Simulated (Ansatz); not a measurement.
`OB(Cl)Cl` + CH₃SH → `CSB(Cl)Cl` + H₂O at 298.15 K and 1 bar (ligand exchange at a B–O bond).

Program: Ansatz. Geometries: PBE0-D4/def2-TZVP. ΔE: electronic, gas phase. CCSD(T)/CBS adds triple-zeta CCSD(T) − MP2 to the extrapolated MP2 energy (def2 sets, frozen cores). This one scheme is used for every species. Each species was taken in one conformer, which may not be the lowest.

```json
{"species": "`OB(Cl)Cl`", "CCSD(T)/CBS energy (Eh)": "-1020.26564", "H − E (kJ/mol)": "70.8", "S (J/(mol·K))": "295.7"}
{"species": "CH₃SH", "CCSD(T)/CBS energy (Eh)": "-438.22835", "H − E (kJ/mol)": "133.0", "S (J/(mol·K))": "253.2"}
{"species": "`CSB(Cl)Cl`", "CCSD(T)/CBS energy (Eh)": "-1382.09730", "H − E (kJ/mol)": "140.6", "S (J/(mol·K))": "347.8"}
{"species": "H₂O", "CCSD(T)/CBS energy (Eh)": "-76.37941", "H − E (kJ/mol)": "66.4", "S (J/(mol·K))": "188.7"}
```

H − E and S are ideal-gas, rigid-rotor, harmonic terms from PBE0-D4/def2-TZVP, for one conformer and one mirror image of each species. 1 Eh = 2625.50 kJ/mol, R = 8.31446 J/(mol·K).

Task: By hand: ΔE, ΔH, ΔS and ΔG.

Result: ΔE = (-1382.09730) + (-76.37941) − (-1020.26564) − (-438.22835) = 0.01728 Eh = 45.4 kJ/mol. Δ(H − E) = 140.6 + 66.4 − 70.8 − 133.0 = 3.2, so ΔH = 48.6 kJ/mol. ΔS = 347.8 + 188.7 − 295.7 − 253.2 = -12.4 J/(mol·K). ΔG = 48.6 − 298.15 × (-12.4)/1000 = 52.3 kJ/mol.

Task: By hand: the equilibrium constant, and the temperature at which ΔG would vanish if ΔH and ΔS stayed fixed.

Result: log₁₀ K = −ΔG/(RT ln 10) = -9.2. ΔH and −TΔS have one sign here, so there is no such temperature.

The number of gas molecules stays the same, so ΔS is small and ΔH decides. A doubt of 5 kJ/mol in ΔE shifts log₁₀ K by 0.9 here. Other conformers and mirror images would add mixing entropy, several J/(mol·K) or more a flexible species. These are equilibria of isolated gas molecules and say nothing of rates. Largest T1 diagnostic: 0.012 (customary marks: 0.02 for closed shells, 0.045 for open ones).

ΔS is within the doubt of such terms, so its sign, and with it that verdict, could turn.
